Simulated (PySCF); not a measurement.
Sb(SiH3)(TeH)2 (H5SbSiTe2), SMILES [SiH3][Sb]([TeH])[TeH].

Geometry optimised at PBE0-D3(BJ)/def2-SVP. The def2 effective core potentials stand for the cores of Sb, Te; spin–orbit coupling is left out.

Two levels are set side by side: PBE/def2-TZVP (PySCF) and r2SCAN/def2-TZVP (PySCF). Same geometry, gas phase. Differences are taken from unrounded values.

```tsv
quantity	r2SCAN
orbital gap (eV)	2.98
highest occupied level (eV)	-5.55
lowest empty level (eV)	-2.56
dipole moment (D)	0.97
mean polarisability (bohr³)	160.4
```

Problem. What does PBE give, and how far is it from r2SCAN? (An estimate is asked for; the answer gives what the named calculation found.)

Solution. 
```tsv
quantity	PBE	PBE minus r2SCAN
orbital gap (eV)	2.64	-0.34
highest occupied level (eV)	-5.30	0.24
lowest empty level (eV)	-2.66	-0.10
dipole moment (D)	0.92	-0.06
mean polarisability (bohr³)	164.7	4.3
```

Rough cost on one machine, each run with all the roots and properties that it gave: r2SCAN against PBE about 2 times.
